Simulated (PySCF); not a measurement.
An unknown is described by computed data only.

Elements present: C, F, H and Si. Monoisotopic mass: 150.0113 u.

* 13C NMR: chemical shifts (computed TMS as zero) by class: 148.6 (1 C), 136.8 (1 C), 133.1 (1 C), 93.4 (1 C), 83.7 (1 C) ppm [GIAO PBE0/pcSseg-1]
* Rotational structure: rotational constants A, B, C: 1.862, 1.095, 0.791 GHz [GFN2-xTB]
* Triplet: lowest triplet excitation (Tamm–Dancoff): 3.31 eV [TDA CAM-B3LYP/def2-SVPD]
* UV, first state: lowest singlet excitation: 5.27 eV (235 nm, f = 0.000) [TDDFT CAM-B3LYP/def2-SVPD]
* UV, strongest line: among the 8 lowest singlet transitions: S2 at 5.38 eV (230 nm, f = 0.358) [TDDFT CAM-B3LYP/def2-SVPD]
* Polarisability: 90.2 au [CAM-B3LYP/def2-SVPD]
* 1H NMR: chemical shifts (computed TMS as zero) by class: 7.25 (1 H), 4.29 (3 H), 2.97 (1 H) ppm [GIAO PBE0/pcSseg-1]
* Dipole: 2.33 D [CAM-B3LYP/def2-SVPD]

Gas-phase values; electronic properties from PySCF, density fitting. Levels stand in brackets. Isolated species at its GFN2-xTB geometry, gas phase. NMR classes are plain means over equivalent atoms (diastereotopic ones count apart unless rotation or inversion swaps them), as if these changed places fast.

Question: Which formula fits the mass and the elements?

Answer: C5H5F3Si (calculated 150.0113). No other formula that holds each of these elements comes within 0.0003 u with a fitting electron parity and a possible valence count.

Question: Propose a structure and show how it fits.

Answer: Numbering: `[CH:1]#[C:2]/[C:3](=[CH:4]/[SiH3:5])[C:6]([F:7])([F:8])[F:9]`. Its formula, C5H5F3Si, gives 3 degrees of unsaturation: 0 rings and 3 π bonds in the structure found. 5 carbons fall into 5 classes; from least to most shielded: alkene CH carbon [C4] (148.6 ppm), fully substituted alkene carbon [C3] (136.8 ppm), CF3 carbon [C6] (133.1 ppm), terminal alkyne carbon [C1] (93.4 ppm), alkyne carbon [C2] (83.7 ppm). Hydrogen classes from least to most shielded: 1 H on an alkene CH carbon, C4 (7.25 ppm), 3 H on an SiH3 silicon, Si5 (4.29 ppm), 1 H on a terminal alkyne carbon, C1 (2.97 ppm). S1 is mainly HOMO−1→LUMO (weight 0.94); the largest Löwdin shares of the orbital it empties are 0.41 on the terminal alkyne carbon, 0.40 on the alkyne carbon and 0.04 on the fully substituted alkene carbon, of the orbital it fills 0.30 on the alkene CH carbon, 0.22 on the fully substituted alkene carbon, 0.11 on the terminal alkyne carbon and 0.10 on the SiH3 silicon. The optimised geometry has point group Cs and is an asymmetric top. Structure: `C(#C)/C(C(F)(F)F)=C/[SiH3]`. Computed isomers that give other values at the same levels: `C#C[Si]1(C(F)(F)F)CC1` (13C chemical shifts (computed TMS as zero) by class: 139.3 (1 C), 108.0 (1 C), 79.8 (1 C), 2.1 (2 C) ppm); `FC1=C[Si](F)(F)C=CC1` (13C chemical shifts (computed TMS as zero) by class: 183.3 (1 C), 155.9 (1 C), 127.6 (1 C), 100.6 (1 C), 36.6 (1 C) ppm); `C#CC(=C)[SiH2]C(F)(F)F` (13C chemical shifts (computed TMS as zero) by class: 156.4 (1 C), 139.5 (1 C), 124.4 (1 C), 92.5 (1 C), 87.0 (1 C) ppm). The assignments are read from this structure; whether some other isomer fits the data as well wasn't checked.

Conformer computed: `[CH:1]#[C:2]/[C:3](=[CH:4]/[SiH3:5])[C:6]([F:7])([F:8])[F:9]`: C2–C3–C6–F7 180°.
